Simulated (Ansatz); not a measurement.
`C[Si](C)(C)[Si](C)(C)[Si](C)(C)[Si](C)(C)[Si](C)(C)[Si](C)(C)[Si](C)(C)[Si](C)(C)C` with charge -1. The state is a doublet with charge -1. Geometry r2SCAN-D4/def2-SVP, that of the neutral singlet; atoms count from 1.

```xyz
80

C     3.634    3.499    5.685
Si    2.517    2.410    4.609
C     2.064    0.861    5.599
C     0.946    3.390    4.216
Si    3.699    1.850    2.648
C     5.477    1.383    3.147
C     3.787    3.369    1.506
Si    2.767    0.036    1.465
C     2.924   -1.552    2.501
C     3.783   -0.187   -0.130
Si    0.495    0.379    0.937
C    -0.563   -0.003    2.472
C     0.192    2.175    0.390
Si   -0.116   -1.068   -0.824
C     0.544   -2.819   -0.485
C     0.636   -0.418   -2.442
Si   -2.467   -1.171   -0.962
C    -3.093   -2.253    0.476
C    -3.224    0.564   -0.778
Si   -3.196   -2.199   -2.960
C    -2.057   -3.671   -3.359
C    -4.947   -2.885   -2.649
Si   -3.332   -0.791   -4.847
C    -4.340    0.765   -4.465
C    -4.222   -1.758   -6.214
C    -1.633   -0.275   -5.498
H     4.552    2.964    5.979
H     3.113    3.805    6.609
H     3.937    4.415    5.152
H     2.959    0.260    5.834
H     1.583    1.133    6.554
H     1.366    0.213    5.045
H     0.226    2.804    3.623
H     1.180    4.306    3.649
H     0.440    3.695    5.148
H     6.081    1.114    2.264
H     5.490    0.523    3.837
H     5.978    2.226    3.652
H     4.388    3.151    0.608
H     4.256    4.224    2.022
H     2.786    3.684    1.172
H     2.508   -2.420    1.962
H     3.982   -1.771    2.725
H     2.389   -1.462    3.460
H     3.455   -1.082   -0.687
H     3.678    0.682   -0.800
H     4.855   -0.309    0.097
H    -0.250    0.599    3.340
H    -1.628    0.211    2.283
H    -0.479   -1.066    2.756
H     0.827    2.439   -0.471
H    -0.858    2.330    0.095
H     0.422    2.881    1.205
H     0.230   -3.525   -1.272
H     1.646   -2.826   -0.448
H     0.174   -3.204    0.479
H     1.735   -0.373   -2.382
H     0.270    0.596   -2.670
H     0.369   -1.067   -3.293
H    -4.195   -2.285    0.492
H    -2.728   -3.289    0.383
H    -2.752   -1.863    1.449
H    -2.791    1.272   -1.502
H    -3.039    0.964    0.234
H    -4.316    0.547   -0.937
H    -2.421   -4.226   -4.240
H    -2.013   -4.379   -2.513
H    -1.027   -3.340   -3.572
H    -5.661   -2.079   -2.414
H    -5.325   -3.422   -3.536
H    -4.949   -3.593   -1.803
H    -3.831    1.406   -3.728
H    -4.494    1.361   -5.380
H    -5.335    0.514   -4.059
H    -4.299   -1.153   -7.133
H    -3.684   -2.686   -6.469
H    -5.244   -2.037   -5.909
H    -1.090    0.354   -4.774
H    -1.000   -1.150   -5.722
H    -1.742    0.304   -6.431
```

Single mean-field runs in def2-SVP are fitted with def2-universal-jkfit. The highest occupied level of the charge -1 doublet lies above zero (up to 1.92 eV). By energy differences it is unbound by 0.85 eV (vertical, to the charge 0 singlet, at PBE0-D4/def2-SVP) and held by the finite basis.

(1) Estimate the Mulliken populations of the heavy atoms from the PBE0/def2-SVP orbitals of Ansatz.

(2) Where does the spin sit?

(3) And the Mayer bond orders between bonded heavy atoms (over 0.3)?

Answers

(1) 
| atom | charge (e) | spin (α − β) |
| --- | --- | --- |
| C1 | -0.30 | 0.00 |
| Si2 | 0.33 | 0.02 |
| C3 | -0.31 | 0.00 |
| C4 | -0.30 | 0.00 |
| Si5 | 0.12 | 0.13 |
| C6 | -0.26 | -0.01 |
| C7 | -0.29 | -0.01 |
| Si8 | 0.16 | 0.13 |
| C9 | -0.28 | -0.01 |
| C10 | -0.27 | -0.02 |
| Si11 | 0.12 | 0.20 |
| C12 | -0.28 | -0.02 |
| C13 | -0.27 | -0.03 |
| Si14 | 0.13 | 0.18 |
| C15 | -0.27 | -0.02 |
| C16 | -0.28 | -0.02 |
| Si17 | 0.16 | 0.15 |
| C18 | -0.29 | -0.02 |
| C19 | -0.27 | -0.02 |
| Si20 | 0.10 | 0.16 |
| C21 | -0.27 | -0.02 |
| C22 | -0.28 | -0.01 |
| Si23 | 0.36 | 0.00 |
| C24 | -0.30 | 0.00 |
| C25 | -0.31 | 0.00 |
| C26 | -0.30 | 0.00 |
Mulliken values and Mayer orders depend strongly on the basis.

(2) Summed by element: C -0.22, Si 0.96, H 0.26, of 1 unpaired in all. Largest on single atoms: Si11 0.20, Si14 0.18, Si20 0.16.

(3) C1–Si2 0.99 (1.89 Å); Si2–C3 1.01 (1.89 Å); Si2–C4 1.01 (1.89 Å); Si2–Si5 0.95 (2.36 Å); Si5–C6 0.93 (1.91 Å); Si5–C7 1.00 (1.90 Å); Si5–Si8 0.96 (2.36 Å); Si8–C9 1.00 (1.90 Å); Si8–C10 0.98 (1.90 Å); Si8–Si11 0.93 (2.36 Å); Si11–C12 0.98 (1.90 Å); Si11–C13 0.99 (1.90 Å); Si11–Si14 0.90 (2.36 Å); Si14–C15 0.99 (1.90 Å); Si14–C16 0.99 (1.90 Å); Si14–Si17 0.92 (2.36 Å); Si17–C18 1.00 (1.90 Å); Si17–C19 0.98 (1.90 Å); Si17–Si20 0.92 (2.36 Å); Si20–C21 0.98 (1.90 Å); Si20–C22 0.95 (1.91 Å); Si20–Si23 0.95 (2.36 Å); Si23–C24 1.01 (1.89 Å); Si23–C25 0.99 (1.90 Å); Si23–C26 1.01 (1.89 Å).
